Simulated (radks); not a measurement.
Task: These are the eigenvalues of the occupied orbitals of an atom or ion with whole-number occupations (eV). All-electron calculation, Dirac Kohn-Sham, BLYP, spin-unpolarised, spherical densities, finite nucleus; Fermi nuclear charge, rms radius of each element as measured or else 0.836 A^(1/3) + 0.57 fm. Program: a radial shooting solver on a logarithmic mesh with Libxc functionals.

| orbital | eigenvalue |
|---|---|
| 1s1/2 | -94153.87 |
| 2s1/2 | -21636.44 |
| 2p1/2 | -21105.60 |
| 2p3/2 | -18854.49 |
| 3s1/2 | -8816.621 |
| 3p1/2 | -8625.803 |

Which element is it, and in what charge state? The configuration may be excited. Open shells, if any, fill j = l - 1/2 first.

Result: Z = 82, lead, charge +69: Pb69+ in [Ne] 3s2 3p1. The list shows which subshells hold electrons but not how many an open one holds; the 1s level, -3460.1 hartree, gives Z - s = 83.2 by -(Z - s)^2/2, which with screening and relativity narrows Z to a few neighbours, and the depths of the outer levels then fix element, charge and occupations together.
